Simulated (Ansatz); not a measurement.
# A family of molecules: the HOMO–LUMO gap

All atoms of one element are swapped for its congeners: CO2 (carbon dioxide) `O=C=O`; CS2 (carbon disulfide) `S=C=S`; CSe2 `[Se]=C=[Se]`. All are singlets with charge 0.

Shapes, held fixed at every level: PBE0-D4/def2-TZVP. Programs: Ansatz 0.2.0. Values in eV.

```csv
level,CO2,CS2,CSe2
SPW92/def2-TZVPP,8.81,3.98,3.35
r2SCAN-D4/def2-TZVPP,9.64,4.38,3.69
B3LYP-D4/def2-TZVPP,10.80,5.44,4.65
r2SCAN0-D4/def2-TZVPP,12.20,6.09,5.24
wB97X-V/def2-TZVPP,15.94,10.03,8.96
wB97M-V/def2-TZVPP,15.42,9.86,8.83
```

At wB97M-V/def2-TZVPP the HOMO–LUMO gap falls at every step, from 15.42 to 8.83 eV. Every level shows the same order. Relativity is left out for Se unless named. Orbital gaps aren't excitation energies, and the LUMO depends on the basis.
